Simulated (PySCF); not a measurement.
A structure optimised at PBE-D3(BJ)/def2-SVP, used in a PySCF frequency run:

```xyz
8

Al     0.6198    -1.1517     0.0000
C     -0.0404     0.7572     0.0000
F      0.4342     1.4296    -1.0974
F      0.4342     1.4296     1.0974
F     -1.3882     0.9138     0.0000
H      2.1786    -1.4676     0.0000
O     -0.6071    -2.3446     0.0000
H     -0.4593    -3.3030     0.0000
```
Charge 0, spin multiplicity 1.

**Question.** Write its SMILES, formula and point group.

**Answer.** [OH][AlH][C](F)(F)F, CH₂AlF₃O, Cs

**Question.** What are its rotational constants (standard atomic weights)?

**Answer.** 4.5619, 1.7883, 1.6742 GHz
